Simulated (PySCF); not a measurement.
Job file and geometry (Å, from GFN2-xTB) of an NMR shielding run on SMILES C(O[C@H](/C=C/B)C)(C)C, C$_{7}$H$_{15}$BO, GIAO PBE0/pcSseg-1 NMR shielding, non-relativistic, gas phase in PySCF; density fitting, a coarse starting grid and PySCF grid level 2 are the driver's defaults:

```
$ OMP_NUM_THREADS=1 python probes_run.py task.json out

{"job": {"kind": "nmr", "xc": "PBE0", "basis": "pcSseg-1"}, "charge": 0, "multiplicity": 1}
B      3.798677     1.300929     0.243319
C      2.328129     0.870578     0.134227
C      1.919229    -0.396272     0.265161
C      0.499744    -0.880456     0.142336
C      0.425017    -1.908735    -1.000131
O     -0.364036     0.211956    -0.073196
C     -1.634659     0.191446     0.550407
C     -2.709771    -0.408438    -0.360284
C     -1.975181     1.638563     0.903825
H      4.099071     2.426283     0.132312
H      4.625527     0.494749     0.436500
H      1.546607     1.595328    -0.062927
H      2.632277    -1.186402     0.464883
H      0.230525    -1.388133     1.087012
H      0.628747    -1.408235    -1.943055
H      1.160060    -2.694193    -0.845568
H     -0.562041    -2.359808    -1.051099
H     -1.577296    -0.400878     1.479338
H     -3.688546    -0.294643     0.097992
H     -2.703326     0.107345    -1.316978
H     -2.533113    -1.466493    -0.534996
H     -1.201788     2.053949     1.544659
H     -2.929652     1.689768     1.420086
H     -2.025933     2.231556    -0.005097
```

Task: Write the output of this run.

Result: 
```
coarse grid: 19080 points
cycle   1  E = -375.1258968744  dE =  8.222e-01  |g| = 6.840e-01  |ddm| = 4.085e+00
cycle   2  E = -375.0448160917  dE =  8.108e-02  |g| = 9.491e-01  |ddm| = 1.488e+00
cycle   3  E = -375.2269676240  dE = -1.822e-01  |g| = 1.380e-01  |ddm| = 9.942e-01
cycle   4  E = -375.2307829114  dE = -3.815e-03  |g| = 4.021e-02  |ddm| = 1.275e-01
cycle   5  E = -375.2311397930  dE = -3.569e-04  |g| = 1.415e-02  |ddm| = 4.234e-02
cycle   6  E = -375.2311899221  dE = -5.013e-05  |g| = 4.830e-03  |ddm| = 1.576e-02
cycle   7  E = -375.2311952085  dE = -5.286e-06  |g| = 6.627e-04  |ddm| = 4.164e-03
final grid: 181456 points
cycle   8  E = -375.2967768730  dE = -5.938e-05  |g| = 1.254e-02  |ddm| = 3.798e-02
cycle   9  E = -375.2967532042  dE =  2.367e-05  |g| = 1.701e-02  |ddm| = 2.065e-02
cycle  10  E = -375.2968104886  dE = -5.728e-05  |g| = 1.977e-03  |ddm| = 1.230e-02
cycle  11  E = -375.2968113323  dE = -8.437e-07  |g| = 2.723e-04  |ddm| = 2.016e-03
cycle  12  E = -375.2968113446  dE = -1.226e-08  |g| = 1.560e-04  |ddm| = 3.085e-04
cycle  13  E = -375.2968113500  dE = -5.382e-09  |g| = 4.871e-05  |ddm| = 1.589e-04
cycle  14  E = -375.2968113506  dE = -6.579e-10  |g| = 7.379e-06  |ddm| = 5.557e-05
converged SCF energy = -375.2968113506

GIAO shielding tensors (ppm)
atom      isotropic    diamagn.    paramagn.     s11        s22        s33       span
  0 B       28.981     190.719    -161.737    -23.172    -17.157    127.273    150.445
  1 C       47.024     254.487    -207.463    -71.620     18.634    194.057    265.677
  2 C        3.628     261.498    -257.870   -112.415      0.326    122.974    235.389
  3 C      102.178     244.171    -141.993     71.596     90.239    144.699     73.103
  4 C      162.104     250.348     -88.243    144.967    157.853    183.494     38.527
  5 O      250.184     405.584    -155.399    212.284    251.773    286.496     74.212
  6 C      106.749     241.771    -135.022     77.771     84.434    158.042     80.271
  7 C      160.154     249.053     -88.899    142.955    152.845    184.663     41.708
  8 C      159.706     248.323     -88.616    137.336    155.638    186.144     48.808
  9 H       24.697      29.028      -4.332     19.503     27.246     27.342      7.839
 10 H       24.834      28.711      -3.877     18.270     27.793     28.440     10.170
 11 H       23.947      35.009     -11.062     18.918     22.454     30.469     11.551
 12 H       24.570      33.723      -9.153     21.443     24.084     28.185      6.741
 13 H       27.505      33.548      -6.043     24.473     27.081     30.963      6.490
 14 H       30.487      32.011      -1.523     27.696     28.770     34.996      7.300
 15 H       30.534      31.020      -0.486     26.086     28.168     37.348     11.262
 16 H       29.986      32.349      -2.363     25.053     30.276     34.630      9.577
 17 H       28.169      33.066      -4.896     26.163     27.512     30.834      4.671
 18 H       30.726      29.513       1.212     26.219     28.681     37.277     11.058
 19 H       30.427      31.315      -0.888     28.226     28.347     34.709      6.483
 20 H       30.065      31.838      -1.774     25.224     29.838     35.132      9.908
 21 H       30.123      31.500      -1.378     25.901     28.607     35.861      9.961
 22 H       30.781      29.592       1.189     26.464     28.505     37.373     10.910
 23 H       30.265      31.271      -1.006     27.607     28.442     34.746      7.139
```

Size and cost of the density-fitted run: 228 basis functions, 91 s wall time on 1 thread of an Arm Neoverse N1, shared host; peak memory 1.1 GiB.
